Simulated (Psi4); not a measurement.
Input for Psi4:
```
memory 2 GB

molecule mol {
0 1
S     0.013936   -0.004006    0.377829
O    -0.033217    1.222429   -0.364198
O     0.005345   -1.214416   -0.391460
}

set {
  basis 6-31g**
  reference rhf
  puream false
}

energy('mp2')
print_variables()
```

Q: What does this run give for the number of basis functions, total energy, nuclear repulsion energy, MP2 correlation energy?

A: 
- number of basis functions = 49
- total energy = -547.6946 Eh
- nuclear repulsion energy = 108.3509 Eh
- MP2 correlation energy = -0.5281 Eh
